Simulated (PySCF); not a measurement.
Isomers of C6H10OP2, from PySCF, PBE0-D3(BJ)/def2-SVP geometry optimisation, gas phase. One conformer each, no zero-point energy, no frequencies.

Question: Which is lower in electronic energy at this level?
A. `[CH3:1][P:2]([CH2:3][PH2:4])[c:5]1[cH:6][cH:7][cH:8][o:9]1` with C1–P2–C3–P4 -172°, P2–C3–P4–H -42° and 52°, C1–P2–C5–C6 9°: A = 1548, B = 898.7, C = 642.9 MHz, dipole 2.08 D
B. `[PH2:1][CH2:2][CH2:3][PH:4][c:5]1[cH:6][cH:7][o:8][cH:9]1` with H–P1–C2–C3 45° and -48°, P1–C2–C3–P4 65°, C2–C3–P4–C5 170°, C3–P4–C5–C6 91°: A = 3876, B = 440.6, C = 429.4 MHz, dipole 1.81 D

Answer: A. That is `c1ccc(P(CP)C)o1`, 6.4 kcal/mol below the other.

```
       SMILES                                               mapped SMILES      E (Eh)  relative (kcal/mol)  relative (kJ/mol)  dipole (D)
CP(CP)c1ccco1  [CH3:1][P:2]([CH2:3][PH2:4])[c:5]1[cH:6][cH:7][cH:8][o:9]1  -991.51890                  0.0                0.0        2.08
  PCCPc1ccoc1   [PH2:1][CH2:2][CH2:3][PH:4][c:5]1[cH:6][cH:7][o:8][cH:9]1  -991.50874                  6.4               26.7        1.81
```
